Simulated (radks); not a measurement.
Results of a calculation; reference values are marked as such.
Task: Coulomb parameter of the 5d shell of the tantalum ion Ta+ in the model configuration [Xe] 4f14 5d2.5 6s1.5, as a second difference U = [E(n + 0.25) + E(n - 0.25) - 2 E(n)] / (0.25)^2 with all orbitals relaxed. "Bare": the charge of the atom changes with n. "Screened": the 6s shell takes up the change at fixed total charge, which measures U(5d,5d) + U(6s,6s) - 2 U(5d,6s). Code: a radial shooting solver on a logarithmic mesh with Libxc functionals. Model: scalar-relativistic Kohn-Sham, BLYP, spin-unpolarised, spherical densities, finite nucleus; Fermi nuclear charge, rms radius 5.3507 fm. Estimate both.

Result: U(bare) = 9.211 eV, U(screened by 6s) = 0.748 eV, against the Slater integral F0(5d,5d) = 11.993 eV with frozen orbitals.
